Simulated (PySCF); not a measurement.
# HZr(OH) + F₂ → ZrF₂ + H₂O

Level: PBE0 in the def2-TZVP basis family, computed in PySCF with density fitting; scalar-relativistic core potentials for atoms from Rb on, none lighter, no spin–orbit coupling; open shells unrestricted.

| species | state and structure | E (Eh) | ZPE (kJ/mol) | H(298 K) − H(0) (kJ/mol) | S° (J/(mol K)) |
| --- | --- | --- | --- | --- | --- |
| HZr(OH) | triplet, Cs, O–H 0.956 Å, Zr–H 1.882 Å, Zr–O 1.910 Å; H–O–Zr 149.1°, H–Zr–O 123.9° | -123.37666 | 43.9 | 13.0 | 278.3 |
| F₂ | singlet, D∞h, F–F 1.376 Å | -199.40856 | 6.6 | 8.7 | 201.9 |
| ZrF₂ | triplet, C2v, Zr–F 1.909 Å (×2); F–Zr–F 133.9° | -246.71548 | 8.4 | 12.5 | 288.9 |
| H₂O | singlet, C2v, O–H 0.960 Å (×2); H–O–H 105.1° | -76.37736 | 56.5 | 9.9 | 188.7 |

Problem. What is the electronic reaction energy?

Solution. At PBE0/def2-TZVP, ΔE = -807.7 kJ/mol from the differences of the total energies times 2625.5, downhill. 

Problem. Add zero-point, thermal and entropy terms for 298.15 K and 1 bar.

Solution. ΔZPE = 14.4 and Δ[H(298) − H(0)] = 0.7 kJ/mol give ΔH° = -792.6 kJ/mol. ΔS° = -2.6 J/(mol K), so ΔG° = -792.6 − 298.15 × (-0.0026) = -792 kJ/mol.

Open d or f shells are single determinants, so the state found may not be the ground state. Only the bonding shown was studied: isomers, or loss of a ligand pair, can lie lower.
